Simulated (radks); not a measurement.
Problem. Species: Ar2+. Configuration: [Ne] 3s2 3p4. All-electron calculation, scalar-relativistic Kohn-Sham, Slater X-alpha with alpha = 0.587, spin-unpolarised, spherical densities, point nucleus. Program: a radial shooting solver on a logarithmic mesh with Libxc functionals. Some entries of the table are withheld. Estimate them.

orbital  occ.  eigenvalue (hartree)  <r^2> (bohr^2)  <r> (bohr)
1s          2             -114.7178        0.009973     0.08610
2s          2             -11.72285          0.2067      0.4172
2p          6              -9.29330          0.1789      0.3792
3s          2              -1.73896           2.087       1.345
3p          4                   (1)           2.625         (2)

Solution. 
(1) 3p eigenvalue (hartree): -1.19624
(2) 3p <r> (bohr): 1.495
